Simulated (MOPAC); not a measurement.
Input file for MOPAC: PM6 on GaGeH5 (SMILES [GaH2][GeH3]), a point of a torsion scan.

```
PM6 1SCF PRECISE CHARGE=0 THREADS=1
GaGeH5

Ga     1.41032933 1    -0.09304028 1    -0.00197769 1
Ge    -1.00945772 1     0.06774938 1     0.02517625 1
H      2.37643975 1     1.16979615 1     0.02009584 1
H      2.23733532 1    -1.45032258 1    -0.05001075 1
H     -1.54127770 1     1.48300640 1     0.06525619 1
H     -1.74450937 1    -0.51830095 1    -1.16033594 1
H     -1.72262975 1    -0.57496169 1     1.19473174 1
```

The log:

```
*******************************************************************************
 **                                                                           **
 **                              MOPAC v23.2.5                                **
 **                                                                           **
 *******************************************************************************
 ** MOPAC's Digital Object Identifier: https://doi.org/10.5281/zenodo.6511958 **
 **                                                                           **
 ** Please cite the open-source release paper for use of this MOPAC version:  **
 ** J. E. Moussa and J. J. P. Stewart (2026)                                  **
 ** MOPAC: An open-source semiempirical molecular orbital program             **
 ** J. Open Source Softw., 11(119), 8025, https://doi.org/10.21105/joss.08025 **
 *******************************************************************************

                              PM6 CALCULATION RESULTS

 *******************************************************************************
 *  PM6        - The PM6 Hamiltonian to be used
 *
 *
 *
 *                 CHARGE ON SYSTEM = 0
 *
 *
 *
 *  PRECISE    - TIGHTER CRITERIA TO BE USED
 *  1SCF       - DO 1 SCF AND THEN STOP
 *  THREADS=1  - MULTI-THREADING NOT USED
 *  T=         - A TIME OF 172800.0 SECONDS REQUESTED
 *  DUMP=N     - RESTART FILE WRITTEN EVERY 7200.0 SECONDS REQUESTED
 *******************************************************************************
PM6 1SCF PRECISE CHARGE=0 THREADS=1
 GaGeH5

   ATOM   CHEMICAL          X               Y               Z
  NUMBER   SYMBOL      (ANGSTROMS)     (ANGSTROMS)     (ANGSTROMS)

     1      Ga          1.41032933  *  -0.09304028  *  -0.00197769  *
     2      Ge         -1.00945772  *   0.06774938  *   0.02517625  *
     3       H          2.37643975  *   1.16979615  *   0.02009584  *
     4       H          2.23733532  *  -1.45032258  *  -0.05001075  *
     5       H         -1.54127770  *   1.48300640  *   0.06525619  *
     6       H         -1.74450937  *  -0.51830095  *  -1.16033594  *
     7       H         -1.72262975  *  -0.57496169  *   1.19473174  *



          CARTESIAN COORDINATES

    NO.       ATOM           X           Y           Z

     1        Ga          1.4103     -0.0930     -0.0020
     2        Ge         -1.0095      0.0677      0.0252
     3         H          2.3764      1.1698      0.0201
     4         H          2.2373     -1.4503     -0.0500
     5         H         -1.5413      1.4830      0.0653
     6         H         -1.7445     -0.5183     -1.1603
     7         H         -1.7226     -0.5750      1.1947

 General Reference for PM6:
 "Optimization of Parameters for Semiempirical Methods V: Modification of NDDO Approximations
 and Application to 70 Elements", J. J. P. Stewart, J. Mol. Mod., 13, 1173-1213 (2007)
 URL: https://link.springer.com/article/10.1007/s00894-007-0233-4

           Empirical Formula: H5 Ga Ge  =     7 atoms



      MOLECULAR POINT GROUP   :   Cs


      RHF CALCULATION, NO. OF DOUBLY OCCUPIED LEVELS = 6


 -------------------------------------------------------------------------------
 PM6 1SCF PRECISE CHARGE=0 THREADS=1
 GaGeH5



     1SCF WAS SPECIFIED, SO BFGS WAS NOT USED
     SCF FIELD WAS ACHIEVED


                              PM6 CALCULATION
                                                       MOPAC v23.2.5 Linux




          FINAL HEAT OF FORMATION =         33.87570 KCAL/MOL =     141.73591 KJ/MOL


          COSMO AREA              =        111.85 SQUARE ANGSTROMS
          COSMO VOLUME            =         98.75 CUBIC ANGSTROMS

          IONIZATION POTENTIAL    =         10.880127 EV
          HOMO LUMO ENERGIES (EV) =        -10.880 -0.673
          NO. OF FILLED LEVELS    =          6
          MOLECULAR WEIGHT        =        147.3645         POINT GROUP:  Cs

          MOLECULAR DIMENSIONS (Angstroms)

            Atom       Atom       Distance
            H     5    H     4     4.78494
            H     3    H     6     4.05277
            H     7    H     3     2.25341


          SCF CALCULATIONS        =          1





   ATOM   CHEMICAL          X               Y               Z
  NUMBER   SYMBOL      (ANGSTROMS)     (ANGSTROMS)     (ANGSTROMS)

     1      Ga          1.41032933  *  -0.09304028  *  -0.00197769  *
     2      Ge         -1.00945772  *   0.06774938  *   0.02517625  *
     3       H          2.37643975  *   1.16979615  *   0.02009584  *
     4       H          2.23733532  *  -1.45032258  *  -0.05001075  *
     5       H         -1.54127770  *   1.48300640  *   0.06525619  *
     6       H         -1.74450937  *  -0.51830095  *  -1.16033594  *
     7       H         -1.72262975  *  -0.57496169  *   1.19473174  *

                             CARTESIAN COORDINATES

   1   Ga        1.410329330    -0.093040280    -0.001977690
   2   Ge       -1.009457720     0.067749380     0.025176250
   3    H        2.376439750     1.169796150     0.020095840
   4    H        2.237335320    -1.450322580    -0.050010750
   5    H       -1.541277700     1.483006400     0.065256190
   6    H       -1.744509370    -0.518300950    -1.160335940
   7    H       -1.722629750    -0.574961690     1.194731740


           Empirical Formula: H5 Ga Ge  =     7 atoms



      MOLECULAR POINT GROUP   :   Cs


                  EIGENVALUES
 -19.36423 -17.51707 -12.38108 -11.83594 -11.27399 -10.88013  -0.67323   0.61558
   2.39840   2.43803   3.39996   4.03921   4.10755


              NET ATOMIC CHARGES AND DIPOLE CONTRIBUTIONS

  ATOM NO.   TYPE          CHARGE      No. of ELECS.   s-Pop       p-Pop
    1         Ga          -0.278001        3.2780     1.35475     1.92325
    2         Ge          -0.341631        4.3416     1.19412     3.14751
    3          H           0.138478        0.8615     0.86152
    4          H           0.139496        0.8605     0.86050
    5          H           0.109358        0.8906     0.89064
    6          H           0.116167        0.8838     0.88383
    7          H           0.116132        0.8839     0.88387
 DIPOLE           X         Y         Z       TOTAL
 POINT-CHG.     0.109    -0.012    -0.006     0.110
 HYBRID        -0.252     0.015     0.007     0.253
 SUM           -0.143     0.003     0.002     0.143


          ATOMIC ORBITAL ELECTRON POPULATIONS

     Atom    s        px        py        pz
    1 Ga   1.35475   0.87771   1.02735   0.01819
    2 Ge   1.19412   0.97271   1.08741   1.08739
    3  H   0.86152
    4  H   0.86050
    5  H   0.89064
    6  H   0.88383
    7  H   0.88387

 **********************
 *                    *
 * JOB ENDED NORMALLY *
 *                    *
 **********************




 == MOPAC DONE ==
```

The run finished.

Cost: around 0.020 core-seconds (rough).
